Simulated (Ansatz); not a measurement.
Species: CBrF2, net charge 0, doublet state. It need not be the lowest isomer of its formula. SMILES: F[C](F)Br
Geometry from a B3LYP-D3(BJ)/def2-TZVP (Ansatz, a program for electronic structure) optimisation:
```xyz
4

C     -0.9787    -0.0231    -0.1195
F     -1.5361    -0.6673     0.8898
F     -1.4489     1.2092    -0.1878
Br     0.9354    -0.1354    -0.1600
```
Charge 0, spin multiplicity 2.

Wanted: atomisation energy (electronic, to ground-state atoms), in kcal/mol. Valence correlation only, unless marked. UHF or UKS for open shells. No spin-orbit coupling. The frozen core is the preceding noble-gas configuration, with the filled d and f shells of earlier blocks. No relativistic terms. FCI takes restricted orbitals. The coupled-cluster limit lacks core correlation, which all-electron functionals hold. Basis-set limits of correlation are two-point, X^-3; Hartree-Fock from the larger set. [CCSD(T)-MP2]/basis is that difference in the basis named.

| level | program | atomisation energy (kcal/mol) | minus last row |
|---|---|---|---|
| PBE/def2-TZVPD | Ansatz | 322.0 | 27.9 |
| PBE0-D4/def2-TZVP | Ansatz + dftd4 | 303.9 | 9.8 |
| PBE0/def2-TZVP | Ansatz | 302.5 | 8.4 |
| PBE0/def2-QZVPP | Ansatz | 302.6 | 8.5 |
| BHLYP-D4/def2-TZVPD | Ansatz + dftd4 | 271.2 | -22.9 |
| RI-MP2/aug-cc-pVTZ | Ansatz | 305.1 | 11.0 |
| RI-MP2/cc-pVTZ | Ansatz | 301.2 | 7.1 |
| FCI/STO-3G | Ansatz | 244.1 | -50.0 |
| RI-MP2/CBS(cc-pVTZ,cc-pVQZ)+[CCSD(T)-MP2]/cc-pVDZ | Ansatz | 295.9 | 1.8 |
| RI-MP2/CBS(cc-pVTZ,cc-pVQZ)+[CCSD(T)-MP2]/cc-pVTZ | Ansatz | 294.1 | 0.0 |
